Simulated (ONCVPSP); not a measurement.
selenium ONCV: all-electron and pseudo phase curves

ONCVPSP 4.0.1 input, shortened (lines: element, Z, core and valence counts, functional; n l f; lmax; l rc ep ncon nbas qcut; lloc lpopt rc5 dvloc0; l nproj debl; icmod fcfact rcfact), LDA (Perdew-Wang 92), scalar-relativistic:

```
  Se 34.00    3    5  -001012      upf
    1    0    2.00
    2    0    2.00
    2    1    6.00
    3    0    2.00
    3    1    6.00
    3    2   10.00
    4    0    2.00
    4    1    4.00
    2
    0    0.80    0.00    5    8   17.60
    1    0.90    0.00    4    7   16.50
    2    0.80    0.00    4    8   20.10
    2    5    0.80    0.00
    0    2    2.50
    1    2    0.90
    2    0    3.10
    3    3.75    1.80
```

The phase is arctan(r·R′/R) of the radial function R(r), unwrapped; energies in Ha, scanned from -9 to 5 Ha. A pole is an energy at which the radial function vanishes at the test radius. The pseudo phase is shifted by a multiple of π to meet the all-electron one at the reference energy, and phase errors are pseudo minus all-electron; the curves can meet again beyond the range given. Levels narrower than the energy grid can be missing from the lists of poles.

```
channel  radius (bohr)  reference energy (Ha)  poles, all-electron  poles, pseudo  unbroken range about the reference energy with phases within 0.05 rad  phase error 1 Ha above the reference energy (rad)
      s           0.81                  -0.64                -4.42   -4.47, -3.77                                                             above -3.8                                             +0.000
      p           0.91                  -0.24                -3.78          -3.78                                                        the whole range                                             +0.000
      d           0.81                  -1.96                 0.91           1.10                                                              below 3.9                                             +0.003
```

Note: ghosts flagged at negative energy: s at -104.1 eV; no localised positive-energy state flagged. A true bound ghost makes a file unfit for plane-wave use.

Phases in the p channel:

```csv
E (Ha),all-electron,pseudo
-8.96,0.757,0.757
-8.60,0.633,0.633
-8.24,0.462,0.461
-7.88,0.227,0.227
-7.52,-0.074,-0.074
-7.16,-0.407,-0.407
-6.80,-0.708,-0.708
-6.44,-0.944,-0.943
-6.08,-1.116,-1.116
-5.72,-1.242,-1.242
-5.36,-1.336,-1.336
-5.00,-1.409,-1.409
-4.64,-1.468,-1.468
-4.28,-1.516,-1.516
-3.92,-1.556,-1.557
-3.56,-1.592,-1.592
-3.20,-1.623,-1.623
-2.84,-1.652,-1.652
-2.48,-1.678,-1.678
-2.12,-1.703,-1.703
-1.76,-1.727,-1.727
-1.40,-1.751,-1.751
-1.04,-1.774,-1.774
-0.68,-1.798,-1.798
-0.32,-1.822,-1.822
0.04,-1.847,-1.847
0.40,-1.873,-1.873
0.76,-1.901,-1.901
1.12,-1.932,-1.932
1.48,-1.965,-1.965
1.84,-2.002,-2.002
2.20,-2.043,-2.043
2.56,-2.090,-2.090
2.92,-2.143,-2.144
3.28,-2.206,-2.207
3.64,-2.279,-2.281
4.00,-2.365,-2.369
4.36,-2.468,-2.474
4.72,-2.590,-2.598
```
